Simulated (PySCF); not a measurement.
A GIAO shielding run with PySCF 2.14.0 with density-fitted response routines (density fitting, non-relativistic, gas phase) on SMILES C1(N[SiH2]O)CCC1, C4H11NOSi:

```
$ OMP_NUM_THREADS=1 python probes_run.py task.json out

{"job": {"kind": "nmr", "xc": "PBE0", "basis": "pcSseg-1"}, "charge": 0, "multiplicity": 1}
O      3.096679    -0.149776    -1.079582
Si     2.421960     0.217125     0.351857
N      0.805996    -0.384026     0.386793
C     -0.162033    -0.112053    -0.633965
C     -1.387601    -1.047156    -0.693657
C     -2.299401     0.183026    -0.815773
C     -1.117375     1.088334    -0.439776
H      3.068053    -1.042577    -1.413232
H      2.610454     1.664874     0.349381
H      3.058064    -0.467165     1.476957
H      0.365737    -0.466491     1.291299
H      0.364048    -0.059768    -1.588171
H     -1.414713    -1.755113    -1.519196
H     -1.529602    -1.587981     0.240596
H     -2.647235     0.348675    -1.832983
H     -3.154041     0.210077    -0.143006
H     -0.941064     1.951315    -1.077198
H     -1.146688     1.414998     0.598481
```

Hardware: 1 thread of an Intel Xeon, shared host. The job also computes population analyses, field gradients, ring-centre shieldings.

(1) How large is the calculation?

(2) How long does it take, and how much memory does it need?

Results:

(1) 64 electrons, 181 basis functions and 956 auxiliary functions.

(2) 59 s of wall time, with 13 SCF cycles and 4 response iterations; peak memory 0.82 GiB. Times on a shared host scatter by some tens of per cent.
